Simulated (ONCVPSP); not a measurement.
# titanium (Ti): variants of one ONCV potential

Base potential:

titanium (Ti), optimised norm-conserving Vanderbilt (ONCV), made with ONCVPSP 4.0.1 (PBE, scalar-relativistic). Core [Ne], reference 3s2 3p6 3d2 4s2. Waves: 3s+4s: rc 1.80 bohr, ncon 5, nbas 8, qcut 5.4 1/bohr, 3 projectors, debl 3.3 Ha; 3p: rc 1.60 bohr, ncon 5, nbas 8, qcut 6.7 1/bohr, 2 projectors, debl 2.7 Ha; 3d: rc 1.65 bohr, ncon 3, nbas 8, qcut 10.7 1/bohr, 2 projectors, debl 0.7 Ha. Local part: polynomial inside 1.15 bohr (lpopt 5, dvloc0 0 Ha). Core correction: Teter function fitted to the true core (icmod 2), fcfact 0.5.

All-electron outer shells of the reference configuration (PBE, scalar-relativistic, ld1.x):

```csv
shell,level (eV),outermost node (bohr),outermost maximum (bohr)
2p,-444.26,–,0.22
3s,-62.63,0.40,0.87
3p,-38.86,0.37,0.90
4s,-4.47,1.24,2.92
3d,-4.26,–,0.98
```

Cutoffs, loose and tight: the cutoffs (Ha) at which the residual kinetic energy of the hardest occupied pseudo-wave falls to 1 and 0.1 mHa per electron. They do not see the model core or the augmentation charge, which bear on the density cutoff. Test errors are all-electron minus pseudo excitation energies from the reference, over the configurations 3s2 3p6 3d2 4s1; 3s2 3p6 3d2 4s0; 3s2 3p6 3d1 4s0; 3s2 3p6 3d1 4s2. A dash means not determined; rows that change the core or the reference have their own tests.

```csv
change,outcome,"cutoff, loose","cutoff, tight",bound ghosts,GHOST(+) flags above zero,largest test error (meV)
base,generated,37 Ha,43 Ha,none,none,+29
p: nproj 3,generated,37 Ha,43 Ha,none,none,+29
"s: ncon 4, nbas 7",generated,37 Ha,42 Ha,none,none,+30
"core correction Teter function fitted to the true core (icmod 2), fcfact 0.2",generated,37 Ha,43 Ha,none,none,+29
"local potential polynomial inside 1.15 bohr (lpopt 5, dvloc0 2 Ha)",generated,37 Ha,43 Ha,none,s,+29
"core correction Teter function, fcfact 2.25, rcfact 1.55",generated,37 Ha,43 Ha,none,none,+29
s: qcut 5.6,generated,37 Ha,42 Ha,none,none,+29
s: qcut 7.8,generated,37 Ha,42 Ha,none,none,+29
"local potential polynomial inside 1.15 bohr (lpopt 5, dvloc0 9.5 Ha)",generated,37 Ha,43 Ha,none,none,+29
```

Question: What comes out with this change to the base: p: rc 1.34?

Answer: outcome: generated; cutoff, loose: 37 Ha; cutoff, tight: 49 Ha; bound ghosts: none; GHOST(+) flags above zero: none; largest test error (meV): +29.

Question: What comes out with this change to the base: p: rc 2.1?

Answer: outcome: generated; cutoff, loose: 37 Ha; cutoff, tight: 43 Ha; bound ghosts: none; GHOST(+) flags above zero: none; largest test error (meV): +26.
